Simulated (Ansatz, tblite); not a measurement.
Cost and result up the ladder for tris(4-fluorophenyl)sulfonium, `Fc1ccc([S+](c2ccc(F)cc2)c2ccc(F)cc2)cc1` (34 atoms). Total charge 1; singlet. Geometry: PBE-D4/def2-SVP.

Cartesian coordinates in Å:
```
F -4.808 -1.557 -2.271
C -3.612 -1.443 -1.705
C -2.753 -0.415 -2.128
C -1.492 -0.291 -1.534
C -1.123 -1.202 -0.529
S 0.471 -1.128 0.289
C 0.215 -0.073 1.716
C 1.159 -0.203 2.753
C 1.026 0.594 3.894
C -0.056 1.485 3.981
F -0.188 2.236 5.070
C -1.007 1.601 2.954
C -0.872 0.814 1.806
C 1.515 -0.175 -0.815
C 1.645 1.220 -0.705
C 2.480 1.894 -1.603
C 3.164 1.158 -2.585
F 3.958 1.802 -3.435
C 3.043 -0.238 -2.689
C 2.216 -0.915 -1.788
C -1.978 -2.242 -0.115
C -3.240 -2.358 -0.705
H -3.082 0.270 -2.922
H -0.803 0.499 -1.864
H 1.994 -0.915 2.673
H 1.741 0.526 4.727
H -1.845 2.304 3.071
H -1.616 0.883 0.999
H 1.110 1.780 0.077
H 2.616 2.984 -1.551
H 3.608 -0.775 -3.464
H 2.118 -2.010 -1.847
H -1.665 -2.958 0.659
H -3.939 -3.154 -0.413
```

Ansatz on 8 threads of Arm Neoverse V1 on a shared host; xTB runs through tblite on one thread. Times are rough, summed over both states, and most runs start from the orbitals of an earlier one. PBE0-D4/def2-SVP serves as the yardstick here, not as an exact answer. The other state is a triplet.

The xTB rows come from tblite.

xTB has no spin-polarisation term.

```tsv
level	functions	wall time
GFN2-xTB	105	0.057 s
GFN1-xTB	117	0.062 s
PBE-D4/def2-SVP	372	31 s
PBE0-D4/def2-SVP (with forces)	372	70 s
```

Problem. Estimate what each level gives for the vertical triplet (eV).

Solution. 
| level | vertical triplet (eV) | difference from PBE0-D4/def2-SVP (eV) |
| --- | --- | --- |
| GFN2-xTB | 3.70 | -0.28 |
| GFN1-xTB | 3.78 | -0.19 |
| PBE-D4/def2-SVP | 3.73 | -0.24 |
| PBE0-D4/def2-SVP (with forces) | 3.97 | 0.00 |
